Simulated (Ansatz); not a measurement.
The lowest singlet and triplet of NH (SMILES [NH]); geometries from B3LYP-D3(BJ)/def2-TZVP, each state relaxed from the structure named, with no frequency check, low spin by broken symmetry.
Singlet (charge 0, multiplicity 1):
```xyz
2

N      0.0000     0.0000    -0.1302
H      0.0000     0.0000     0.9113
```
Triplet (charge 0, multiplicity 3):
```xyz
2

N      0.00000     0.00000    -0.13024
H      0.00000     0.00000     0.91165
```

A positive gap puts the triplet lower; no zero-point energy. R- takes a restricted singlet, here one determinant of a half-filled degenerate or near-degenerate pair, which mixes singlet states. U- takes an unrestricted singlet (broken symmetry where lower, unprojected). The triplet is unrestricted in single-reference levels.

Frozen-core correlation.

Codes used: Ansatz (a first-principles code). Values without a source in brackets are computed.

One of these levels gives 67.09 kcal/mol for the gap E(singlet) − E(triplet), adiabatic. Which one is it?
A. R-CCSD/cc-pVQZ
B. R-HF/cc-pVTZ
C. R-CCSD/cc-pVDZ
D. U-PBE/def2-TZVPP (spin-contaminated)

B, R-HF/cc-pVTZ. The others give 13.04 (U-PBE/def2-TZVPP (spin-contaminated)), 50.50 (R-CCSD/cc-pVDZ), 46.64 (R-CCSD/cc-pVQZ)

Doubts at one or more of the structures used: a restricted determinant that unrestricted orbitals would lower (R-HF/cc-pVTZ, R-CCSD/cc-pVDZ, R-CCSD/cc-pVQZ).
